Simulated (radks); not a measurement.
Values are calculated unless marked as measured or tabulated.
Correlation energies from several functionals, in hartree. Species: Al3+ [Ne]; Cu+ [Ar] 3d10. Level of theory: non-relativistic Kohn-Sham, exchange-only B88, spin-polarised, spherical densities, point nucleus (a radial shooting solver on a logarithmic mesh with Libxc functionals). Every spin shell is full or empty, so the densities are truly spherical. Functionals are evaluated on that one density, not self-consistently.

functional      Al3+      Cu+
PW92        -0.84868  -2.5121
Wigner      -0.53208  -1.4916
LYP         -0.42117  -1.3494
PW91        -0.42319  -1.4378
revTPSS     -0.39482  -1.3480
SCAN        -0.37210  -1.3397
r2SCAN      -0.37539  -1.3465
Tao-Mo      -0.34608  -1.2615
